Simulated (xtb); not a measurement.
propene (C3H6), singlet, geometry from GFN2-xTB; GFN2-xTB with ALPB(acetone) run with xtb 6.7.1.

The xtb input:
```
$ xtb mol.xyz --gfn 2 --alpb acetone --json

# file mol.xyz
9

C      1.27989193     0.12352179     0.00919112
C      0.00825223     0.47486055     0.00924347
H      1.58086326    -0.91147352    -0.00926160
H      2.07459801     0.84971927     0.02748105
H     -0.26659719     1.52209281     0.02807201
C     -1.13573952    -0.48243353    -0.01537878
H     -0.78376375    -1.51090673    -0.03343425
H     -1.76443256    -0.33959044     0.86334919
H     -1.75509560    -0.30553422    -0.89454124
```

Output, abridged:

```
   ID    Z sym.   atoms
    1    6 C      1, 2, 6
    2    1 H      3-5, 7-9

           -------------------------------------------------
          |                Calculation Setup                |
           -------------------------------------------------

           -------------------------------------------------
          |                 G F N 2 - x T B                 |
           -------------------------------------------------

      * Solvation model:               ALPB
        Solvent                        acetone
        Parameter file                 internal GFN2-xTB/ALPB
        Dielectric constant                2.0700E+01
        Reference state                gsolv [1 M gas/solution]
        Free energy shift                  5.9241E-03 Eh       3.7175E+00 kcal/mol
        Temperature                        2.9815E+02 K
        Density                            7.9000E-01 kg/L
        Solvent mass                       5.8080E+01 g/mol
        Interaction kernel             P16
        Born radius scaling (c1)           1.8274E+00
        Born radii integrator          GBOBC
        Born offset                        0.0000E+00 a0       0.0000E+00 AA
        H-bond correction              true
        Ion screening                  false
        Surface tension                    1.0000E-05 Eh       1.5569E+01 dyn/cm
        Grid points                               230 per atom

          ...................................................
          :                      SETUP                      :
          :.................................................:
          :  # basis functions                  18          :
          :  # atomic orbitals                  18          :
          :  # shells                           12          :
          :  # electrons                        18          :
          :  max. iterations                   250          :
          :  Hamiltonian                  GFN2-xTB          :
          :  restarted?                      false          :
          :  GBSA solvation                   true          :
          :  PC potential                    false          :
          :  electronic temp.          300.0000000     K    :
          :  accuracy                    1.0000000          :
          :  -> integral cutoff          0.2500000E+02      :
          :  -> integral neglect         0.1000000E-07      :
          :  -> SCF convergence          0.1000000E-05 Eh   :
          :  -> wf. convergence          0.1000000E-03 e    :
          :  Broyden damping             0.4000000          :
          :  net charge                          0          :
          :  unpaired electrons                  0          :
          ...................................................

 iter      E             dE          RMSdq      gap      omega  full diag
   1     -9.6064816 -0.960648E+01  0.405E+00    5.57       0.0  T
   2     -9.6203814 -0.138998E-01  0.244E+00    5.48       1.0  T
   3     -9.6159357  0.444571E-02  0.127E+00    5.51       1.0  T
   4     -9.6222896 -0.635393E-02  0.396E-01    5.44       1.0  T
   5     -9.6227993 -0.509680E-03  0.554E-02    5.45       1.0  T
   6     -9.6227993  0.644412E-08  0.247E-02    5.45       1.4  T
   7     -9.6227997 -0.460098E-06  0.267E-03    5.45      12.5  T
   8     -9.6227997 -0.125835E-07  0.865E-04    5.45      38.5  T
   9     -9.6227997 -0.263159E-08  0.184E-04    5.45     181.1  T

   *** convergence criteria satisfied after 9 iterations ***

         :::::::::::::::::::::::::::::::::::::::::::::::::::::
         ::                     SUMMARY                     ::
         :::::::::::::::::::::::::::::::::::::::::::::::::::::
         :: total energy              -9.446864499407 Eh    ::
         :: total w/o Gsasa/hb        -9.442320129552 Eh    ::
         :: gradient norm              0.001251229003 Eh/a0 ::
         :: HOMO-LUMO gap              5.448891947059 eV    ::
[...]
         1        2.0000           -0.6146948             -16.7267
         2        2.0000           -0.5847869             -15.9129
         3        2.0000           -0.5391680             -14.6715
         4        2.0000           -0.5035493             -13.7023
         5        2.0000           -0.4809081             -13.0862
         6        2.0000           -0.4742057             -12.9038
         7        2.0000           -0.4442845             -12.0896
         8        2.0000           -0.4270706             -11.6212
         9        2.0000           -0.3955938             -10.7647 (HOMO)
        10                         -0.1953507              -5.3158 (LUMO)
        11                          0.1248000               3.3960
        12                          0.1395353               3.7969
        13                          0.1846078               5.0234
        14                          0.2026817               5.5153
        15                          0.2254261               6.1342
        16                          0.2429029               6.6097
        17                          0.4293302              11.6827
        18                          0.6303700              17.1532
      -------------------------------------------------------------
                  HL-Gap            0.2002431 Eh            5.4489 eV
             Fermi-level           -0.2954723 Eh           -8.0402 eV

     #   Z          covCN         q      C6AA      α(0)
     1   6 C        2.837    -0.101    30.547     9.057
     2   6 C        2.883    -0.026    28.658     8.776
     3   1 H        0.926     0.035     2.512     2.478
     4   1 H        0.926     0.032     2.561     2.502
     5   1 H        0.925     0.030     2.585     2.514
     6   6 C        3.756    -0.111    22.685     6.791
     7   1 H        0.925     0.044     2.398     2.422
     8   1 H        0.925     0.049     2.332     2.388
     9   1 H        0.925     0.049     2.332     2.388

 Mol. C6AA /au·bohr⁶  :        625.551695
 Mol. C8AA /au·bohr⁸  :      13609.402594
 Mol. α(0) /au        :         39.317215

Wiberg/Mayer (AO) data.
largest (>0.10) Wiberg bond orders for each atom

 ---------------------------------------------------------------------------
     #   Z sym  total        # sym  WBO       # sym  WBO       # sym  WBO
 ---------------------------------------------------------------------------
     1   6 C    3.991 --     2 C    1.977     4 H    0.978     3 H    0.976
     2   6 C    3.992 --     1 C    1.977     6 C    1.041     5 H    0.967
     3   1 H    0.999 --     1 C    0.976
     4   1 H    0.999 --     1 C    0.978
     5   1 H    0.999 --     2 C    0.967
     6   6 C    3.997 --     2 C    1.041     7 H    0.985     9 H    0.970
                             8 H    0.970
     7   1 H    0.998 --     6 C    0.985
     8   1 H    0.998 --     6 C    0.970
     9   1 H    0.998 --     6 C    0.970
 ---------------------------------------------------------------------------

Topologies differ in total number of bonds
Writing topology from bond orders to xtbtopo.mol

molecular dipole:
                 x           y           z       tot (Debye)
 q only:       -0.183      -0.054      -0.002
   full:       -0.198      -0.045      -0.002       0.516
molecular quadrupole (traceless):
                xx          xy          yy          xz          yz          zz
 q only:        0.396       0.125       0.132       0.007       0.013      -0.528
  q+dip:        1.078      -0.397       0.856       0.008       0.052      -1.933
   full:        0.569      -0.116       0.491       0.006       0.029      -1.060

           -------------------------------------------------
          | TOTAL ENERGY               -9.446864499407 Eh   |
          | GRADIENT NORM               0.001251229003 Eh/α |
          | HOMO-LUMO GAP               5.448891947059 eV   |
           -------------------------------------------------

normal termination of xtb
```
